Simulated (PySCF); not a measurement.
PBE on Hf⁺ (hafnium, charge +1), [Xe] 4f14 5d1 6s2, 2D determinant. All numbers are calculated (PySCF 2.14, a scalar-relativistic core potential, in def2-QZVPPD with the def2 core potential (60 electrons) (7s6p4d3f2g, 84 functions)).

```
cycle= 1 E= -47.6139154655897  delta_E= -0.00828  |g|= 0.0673  |ddm|= 0.654
cycle= 2 E= -47.62015469035  delta_E= -0.00624  |g|= 0.0431  |ddm|= 0.384
cycle= 3 E= -47.6236973164124  delta_E= -0.00354  |g|= 0.0194  |ddm|= 0.215
cycle= 4 E= -47.6243118453012  delta_E= -0.000615  |g|= 0.0131  |ddm|= 0.0835
cycle= 5 E= -47.624488320925  delta_E= -0.000176  |g|= 0.00159  |ddm|= 0.0581
cycle= 6 E= -47.6244908142005  delta_E= -2.49e-06  |g|= 0.000287  |ddm|= 0.00845
cycle= 7 E= -47.624491043343  delta_E= -2.29e-07  |g|= 4.53e-05  |ddm|= 0.00277
cycle= 8 E= -47.6244910527713  delta_E= -9.43e-09  |g|= 5.91e-06  |ddm|= 0.000462
cycle= 9 E= -47.6244910527927  delta_E= -2.14e-11  |g|= 3.79e-07  |ddm|= 1.41e-05
converged SCF energy = -47.6244910527927  <S^2> = 1.3621267  2S+1 = 2.539391
```

Highest occupied orbital energy: -10.929 eV; ⟨L²⟩ = 8.39; populations by l: s 3.60, p 6.00, d 1.40, f 0.00.

Problem. Can this result be used?

Solution. Not for this state. Self-consistency was reached. ⟨L²⟩ = 8.39 against 6 for a pure D term, so this real determinant mixes terms. Energies and moments cover only the electrons outside the core potential. Spin-orbit coupling, absent here, splits the open shell strongly. ⟨S²⟩ = 1.36 against 0.75 shows spin contamination. The s, p, d and f populations moved away from the nominal configuration during the SCF.
